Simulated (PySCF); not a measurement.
Molecule: SMILES CCCOC(C)C, C₆H₁₄O.

Atoms are numbered as in `[CH3:1][CH2:2][CH2:3][O:4][CH:5]([CH3:6])[CH3:7]`. Each H is labelled by its parent atom.

Geometry PBE0-D3(BJ)/def2-SVP throughout; GIAO in PySCF 2.14, gas phase, one conformer, non-relativistic; equivalent atoms averaged; basis pcSseg-1.

Task: How do the absolute shieldings σ depend on the functional? (a selection of nuclei; ppm; last column core-seconds on shared hosts with different chips, so compare them loosely)

Result: 
```tsv
functional	kind	C2	C6/C7	C1	O4	H(C5)	H(C3)	H(C2)	H(C6)/H(C7)	H(C1)	core-s
HF	Hartree–Fock	166.4	168.2	179.1	294.2	28.91	28.93	30.22	30.56	30.78	12
PBE	GGA	151.8	157.1	168.6	243.0	27.74	27.88	29.59	30.08	30.28	34
B97-D	GGA	150.5	156.0	166.7	245.9	27.98	28.10	29.80	30.26	30.46	34
PBE0	global hybrid	157.8	161.6	173.1	260.3	28.03	28.15	29.72	30.16	30.38	35
mPW1PW91	global hybrid	156.9	160.6	172.0	260.6	28.10	28.21	29.78	30.21	30.43	28
WP04	global hybrid	144.0	149.0	158.8	249.0	28.43	28.55	30.08	30.47	30.70	33
B97-2	global hybrid	156.8	160.9	171.7	259.3	28.13	28.25	29.83	30.26	30.47	24
wB97X-D	range-separated hybrid	158.3	161.3	173.0	266.2	28.20	28.29	29.85	30.26	30.49	32
LC-wPBE	range-separated hybrid	163.8	165.9	177.7	279.4	28.21	28.29	29.81	30.22	30.46	41
```

Task: Which nucleus among those listed moves most, in ppm?

Result: O4 (ether oxygen): from 243.0 ppm with PBE to 294.2 ppm with HF. The smallest spread is 0.48 ppm, at H(C6)/H(C7). Proton shifts span only some 12 ppm, so a few tenths of a ppm matter as much there as several ppm in carbon.
